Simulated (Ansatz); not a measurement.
The first iterations of a band of Cl₂F₂H₃O₂Ta (10 atoms, charge 0, multiplicity 1).

These are results of RKS PBE-D4/def2-SVP in Ansatz 0.2.0, not measurements.

```json
{
 "movable images": "5",
 "climbing image": "yes",
 "spring": "5.0 eV/Å²",
 "optimiser": "quadratic models (default)",
 "start path": "through a guess of the saddle point",
 "force threshold": "0.03 eV/Å",
 "iteration limit": "60",
 "end points": "relaxed"
}
```

Image 0:

```xyz
10
Properties=species:S:1:pos:R:3
Ta -0.042 -0.063 0.042
F 1.751 -0.498 -0.507
F 0.777 0.486 1.674
Cl -0.556 -0.131 -2.282
O -1.432 1.194 0.284
H -1.799 2.045 0.000
O -0.781 -1.701 0.582
H -1.700 -1.997 0.706
Cl 1.549 2.463 -0.815
H 2.322 1.414 -0.945
```

Image 6:

```xyz
10
Properties=species:S:1:pos:R:3
Ta -0.181 0.521 0.014
F 1.791 -0.670 -0.489
F 0.691 0.705 1.698
Cl -0.694 0.225 -2.286
O -1.651 1.608 0.401
H -2.478 1.932 0.009
O -0.763 -1.223 0.430
H -0.418 -2.132 0.430
Cl 1.572 2.063 -0.747
H 2.219 0.183 -0.723
```

| iteration | highest image above the first end (eV) | largest band force component (eV/Å) |
| --- | --- | --- |
| 1 | 8.478 | 45.422 |
| 2 | 2.217 | 3.214 |
| 3 | 1.265 | 1.653 |
| 4 | 0.814 | 0.816 |
| 5 | 0.684 | 0.626 |
| 6 | 0.466 | 0.566 |
| 7 | 0.365 | 1.910 |
| 8 | 0.288 | 0.432 |
| 9 | 0.283 | 0.516 |
| 10 | 0.269 | 0.174 |
| 11 | 0.254 | 0.171 |

Q: Does the band converge within its limit, and where does its top end?

A: It converged. It ended after 34 iterations with the highest image 0.215 eV above the first end. A vibrational analysis at the climbing image gives one clearly imaginary mode, 263i cm⁻¹: a first-order saddle point. The orbitals stay closed-shell, which can raise the energy where a bond breaks towards radicals; this wasn't checked here.

The run took 6.1 min on 4 threads of Arm Neoverse V1, with other jobs on the host, peak memory 0.23 GiB.
